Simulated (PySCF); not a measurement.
Bonds (- single, = double, # triple, : aromatic): C1-O2, O2-C3, C3-C4, C4=O5, C4-Cl6, C3-C7, C7-C8, C7-F9. C1 carries H10, H11, H12; C3 carries H13; C7 carries H14; C8 carries H15, H16, H17. Stereochemistry as in CO[C@@H](C(=O)Cl)[C@@H](C)F.

- geometry: GFN2-xTB
- σ from GIAO-PBE0/pcSseg-1
- program: PySCF 2.14
- relativity neglected, rapidly exchanging positions averaged, one computed conformer, no solvent

Shifts are taken against calculated references (same method and geometry level): 13C (σ = 186.93 ppm) and 1H (σ = 31.72 ppm) against TMS; H2O for 17O (σ = 336.08 ppm); 35Cl (σ = 949.78 ppm) against HCl; 19F (σ = 170.95 ppm) vs CFCl3.

```json
{"atoms": "O2", "nucleus": "17O", "count": "1", "Hirshfeld charge": "-0.13", "δ (ppm)": "32.6"}
{"atoms": "F9", "nucleus": "19F", "count": "1", "Hirshfeld charge": "-0.11", "δ (ppm)": "-203.8"}
{"atoms": "Cl6", "nucleus": "35Cl", "count": "1", "Hirshfeld charge": "-0.03", "δ (ppm)": "459"}
{"atoms": "O5", "nucleus": "17O", "count": "1", "Hirshfeld charge": "-0.20", "δ (ppm)": "591.6"}
{"atoms": "C8", "nucleus": "13C", "count": "1", "Hirshfeld charge": "-0.13", "δ (ppm)": "15.6"}
{"atoms": "H13", "nucleus": "1H", "count": "1", "Hirshfeld charge": "0.05", "δ (ppm)": "4.16"}
{"atoms": "H14", "nucleus": "1H", "count": "1", "Hirshfeld charge": "0.04", "δ (ppm)": "5.30"}
{"atoms": "C4", "nucleus": "13C", "count": "1", "Hirshfeld charge": "0.18", "δ (ppm)": "187.7"}
{"atoms": "C3", "nucleus": "13C", "count": "1", "Hirshfeld charge": "0.03", "δ (ppm)": "89.4"}
{"atoms": "C7", "nucleus": "13C", "count": "1", "Hirshfeld charge": "0.06", "δ (ppm)": "?"}
{"atoms": "C1", "nucleus": "13C", "count": "1", "Hirshfeld charge": "-0.04", "δ (ppm)": "?"}
{"atoms": "H15/H16/H17", "nucleus": "1H", "count": "3", "Hirshfeld charge": "0.05", "δ (ppm)": "?"}
{"atoms": "H10/H11/H12", "nucleus": "1H", "count": "3", "Hirshfeld charge": "0.04", "δ (ppm)": "?"}
```

Q: Complete the table.

A: 
- C7: 99.2 ppm, sp3 CH bonded to F; the inductive effect lowers its shielding
- C1: 61.5 ppm, methyl carbon bonded to O; the inductive effect lowers its shielding
- H10/H11/H12: 3.86 ppm, hydrogen on a methyl carbon bonded to O; its carbon carries O, an electronegative neighbour
- H15/H16/H17: 1.37 ppm, hydrogen on a methyl carbon

Carbons that carry Cl, above all several Cl atoms, come out too deshielded, partly because spin–orbit coupling is missing. Shifts are as computed. Against solution values, carbons near 30 ppm lie about +3 ppm off and those near 130 ppm about +5 ppm; carbons on Cl a further +6 ppm. Of 1211 compounds with measured shifts, 218 miss one by over three times the rms of a fit or turn the order of signals round; such compounds aren't used in these exercises. Unscaled 19F shifts against computed CFCl3 carry errors that often reach 10 to 50 ppm. Unscaled 17O shifts of doubly bonded oxygen tend to come out too high, by tens of ppm or more. Experimental scales use liquid or dissolved standards, which lie at an offset from isolated H2O (liquid H2O: subtract about 36 ppm).
